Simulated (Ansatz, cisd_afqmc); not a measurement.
Species: S, charge 0, triplet.

Total energies in cc-pVTZ-DK, 6 correlated electrons, 5 frozen orbitals. UHF or UKS for unpaired electrons; spin-orbit terms are left out. The -DK rows use spin-free X2C. The Monte Carlo rows (phaseless AFQMC, CISD trial, step 0.005/hartree) carry one-sigma bars that omit the constraint's bias. Outlying blocks are dropped, and bars are widened where a walk drifts. Over all cases where full CI ran beside it in this data, AFQMC minus full CI had a median of +0.1 mEh and passed +0.4 mEh in a tenth of the cases. Full CI freezes restricted core orbitals and the other rows unrestricted ones, which leaves a small offset even where coupled cluster is exact.

```tsv
method	program	energy (Eh)	error against FCI (mEh)
HF	Ansatz	-398.59053	144.88
MP2	Ansatz	-398.70712	28.29
CCSD	Ansatz	-398.72999	5.42
CCSD(T)	Ansatz	-398.73458	0.83
CCSDT(Q)	Ansatz	-398.73546	-0.04
CCSDTQ	Ansatz	-398.73547	-0.06
AFQMC/CISD	cisd_afqmc	-398.7352 ± 0.0002	0.2 ± 0.2
FCI	Ansatz	-398.73541	0.00
```

Ansatz is a quantum-chemistry and plane-wave program.
